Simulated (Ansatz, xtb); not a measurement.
Ranking isomers of C3H11BSi

9 gas-phase structures of C3H11BSi, found in a search over its isomers (lower ones may exist). Each was relaxed with GFN2-xTB; where two conformers were screened, the lower at r2SCAN-D4/def2-SVP is listed:

A. `B[C@H]([SiH3])CC`, a singlet
B. `CCBC[SiH3]`, a singlet
C. `BCCC[SiH3]`, a singlet
D. `BC[C@H](C)[SiH3]`, a singlet
E. `CB[C@H](C)[SiH3]`, a singlet
F. `B[C@H](C)C[SiH3]`, a singlet
G. `CB(C)C[SiH3]`, a singlet
H. `CBC[SiH2]C`, a singlet
I. `BC(C)(C)[SiH3]`, a singlet

Problem. Which do you expect lowest at r2SCAN-D4/def2-SVP, and how would the others follow?

Solution. Calculated order at r2SCAN-D4/def2-SVP: G (0.0), H (3.4), B (14.6), E (15.9), A (28.6), I (30.7), C (33.9), D (34.8), F (35.0) kcal/mol. Less than 1 kcal/mol parts C and D; D and F, so the order within those pairs means little.

Energies above the lowest of each column, in kcal/mol; the last columns are at B3LYP-D3(BJ)/def2-SVP geometries and were run for some of them only (a dash: not run or not comparable):

```tsv
structure	GFN2-xTB	HF/STO-3G	r2SCAN-D4/def2-SVP	B3LYP-D3(BJ)/def2-SVP	CCSD(T)/def2-SVP + ΔMP2/def2-TZVPP
G	1.3	0.0	0.0	0.0	0.0
H	4.9	0.1	3.4	3.0	1.7
B	1.6	11.5	14.6	13.1	–
E	2.2	13.2	15.9	14.3	–
A	0.0	23.2	28.6	–	–
I	1.4	27.0	30.7	–	–
C	3.9	25.5	33.9	–	–
D	3.9	27.8	34.8	–	–
F	4.7	28.3	35.0	–	–
```

CCSD(T)/def2-SVP + ΔMP2/def2-TZVPP puts G lowest of those it was run on; GFN2-xTB picks A. Flexible structures stand in one conformer each, not always the lowest. Frequencies (B3LYP-D3(BJ)/def2-SVP) were run for G, H alone. ΔMP2 is the change of the MP2 energy from the smaller to the larger basis.

Over these structures GFN2-xTB departs from r2SCAN-D4/def2-SVP by 11.8 kcal/mol on average once a common shift is removed. A GFN2-xTB relaxation took about 0.15 s and the r2SCAN-D4/def2-SVP energy about 2.6 s on a shared host (Ansatz 0.2.0, xtb 6.7.1).
